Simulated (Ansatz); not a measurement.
The same path of CH5AlBF (9 atoms, charge 0, multiplicity 1) was run twice with different band settings. The coordinate that changes most is the dihedral C2–B3–Al4–H8.

The calculation used Ansatz, RKS PBE0/def2-SVP.

Relaxed end points:

```xyz
9
Properties=species:S:1:pos:R:3
F -1.049 0.826 -0.062
C 0.327 0.991 -0.534
B 1.057 -0.334 -0.151
Al -0.728 -1.129 0.706
H 0.246 1.191 -1.616
H 0.704 1.899 -0.036
H 2.225 -0.481 -0.414
H -1.693 -2.042 -0.181
H -1.001 -0.967 2.271
```

```xyz
9
Properties=species:S:1:pos:R:3
F -1.051 0.824 -0.067
C 0.327 0.991 -0.537
B 1.057 -0.334 -0.152
Al -0.726 -1.128 0.709
H 0.247 1.190 -1.618
H 0.700 1.900 -0.037
H 2.223 -0.484 -0.417
H -0.996 -0.961 2.274
H -1.693 -2.044 -0.173
```

Common settings: spring 5.0 eV/Å²; optimiser quadratic models (default); start path IDPP; force threshold 0.05 eV/Å; iteration limit 60; end points relaxed.

| run | movable images | climbing image |
| --- | --- | --- |
| 1 | 5 | yes |
| 2 | 3 | no |

Q: What does each run give, and how far can it be trusted?

A: Run 1: converged after 12 iterations, highest image 0.336 eV above the first end. A vibrational analysis at the climbing image gives one clearly imaginary mode, 182i cm⁻¹: a first-order saddle point.
Run 2: converged after 11 iterations, highest image 0.337 eV above the first end. No image climbed, so the highest image needn't sit at the top of the path. So few images can step over the top or miss a turn of the path.
